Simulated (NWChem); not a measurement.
Basis-set convergence for hydrogen (H$_{2}$)

```xyz
2

H      0.0000     0.0000     0.3842
H      0.0000     0.0000    -0.3842
```
Charge 0, spin multiplicity 1.

Program: NWChem. All single points use one geometry, from PBE/def2-SVP, a minimum by its harmonic frequencies.

Quantity: vertical ionisation energy at the level ΔPBE0 (Δ: difference of total energies, the cation a doublet at the parent's geometry with its hole in an orbital of symmetry ag (D2h labels); it is the state that the SCF runs reached, from PBE0 orbitals for Hartree-Fock references, and need not be the lowest).

The Pople sets run with spherical d functions. No SCF solution was tested for a lower state.

| basis | functions | vertical ionisation energy (eV) |
|---|---|---|
| STO-3G | 2 | ? |
| 6-31G* | 4 | 16.18 |
| 6-31+G* | 4 | 16.18 |
| 3-21G | 4 | ? |
| def2-SVPD | 16 | 16.03 |
| aug-cc-pVDZ | 18 | 16.04 |
| aug-pcseg-1 | 18 | ? |
| cc-pVTZ | 28 | 16.04 |
| aug-cc-pVTZ | 46 | 16.04 |
| def2-QZVP | 60 | 16.05 |

**Question.** What belongs in the gaps?

**Answer.** 
- STO-3G, vertical ionisation energy (eV): 16.37
- 3-21G, vertical ionisation energy (eV): 16.14
- aug-pcseg-1, vertical ionisation energy (eV): 16.06
